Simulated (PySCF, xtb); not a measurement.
methylhydroxycarbene (C2H4O), SMILES C[C]O (connectivity only; charge and spin as stated), neutral, multiplicity 1. Atoms are numbered in the order given.

```xyz
7

C      0.1313    -1.1360     0.0000
C     -0.6615     0.1346     0.0000
O      0.1267     1.1740     0.0000
H      0.7837    -1.1579     0.8861
H     -0.4969    -2.0242     0.0000
H      0.7837    -1.1579    -0.8861
H      1.0965     0.9560     0.0000
```

The structure is a stationary point at r2SCAN-D4/def2-TZVP. A frequency run showed that this geometry is not a minimum. Other conformers were not sampled.

These are PySCF with IEF-PCM-M06-2X/def2-SVP values and carry that method's errors.

The values are the electrostatic part of the solvation free energy, E(continuum) − E(gas) at the gas-phase geometry, in a cavity of scaled van der Waals radii (PySCF's table); cavitation and dispersion terms are not included. In vacuum the orbital gap is 7.35 eV. The dipole moment in vacuum is 3.54 D.

Computed values in water (ε = 78.36), acetonitrile (ε = 35.69), 2-propanol (ε = 19.26):
| solvent | ε | ΔG(elec) (kcal/mol) | dipole (D) | gap (eV) |
|---|---|---|---|---|
| water | 78.36 | -9.1 | 4.53 | 7.57 |
| acetonitrile | 35.69 | -8.9 | 4.50 | 7.56 |
| 2-propanol | 19.26 | -8.5 | 4.46 | 7.56 |

For comparison, GFN2-xTB/ALPB(water) (xtb, at the GFN2-xTB geometry, all terms of that model) gives -3.5 kcal/mol.
